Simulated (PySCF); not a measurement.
# Br(19+): ionisation energy

Br(19+) [Ne] 3s2 3p4 (3P) → Br(20+) [Ne] 3s2 3p3 (4S), as a difference of total energies. Computed with PySCF 2.14 in an uncontracted even-tempered set (19 s from 1.5 bohr⁻², ratio 2.5; 12 p from 2 bohr⁻², ratio 2.5; 5 d from 11 bohr⁻², ratio 2.7; 4 f from 17 bohr⁻², ratio 2.7), with scalar relativity by spin-free X2C-1e. Correlated levels: outer shells: 1s2 frozen; virtual orbitals above 40 to 60 times the deepest correlated orbital energy dropped. The calculations carry no spin-orbit coupling.

```csv
method,ionisation energy (eV)
UHF,807.42
LDA,809.78
PBE,809.87
PBE0,809.73
r2SCAN,809.56
PBEsol,809.49
B3LYP,810.00
MP2 (outer shells),808.43
SCS-MP2 (outer shells),808.46
```

Question: How much does correlation contribute at MP2 (outer shells)?

Answer: 808.43 − (807.42) = 1.01 eV, measured against UHF.

Spin-orbit coupling is strong in these open shells (close to jj coupling). The scalar numbers leave it out and a first-order estimate fails, so it can dominate the gap to the real levels.

Breit and QED terms and the two-electron picture change are absent.

For comparison: 809.8 ± 1.2 eV (semi-empirical (NIST evaluation); NIST Atomic Spectra Database, ionization energies).
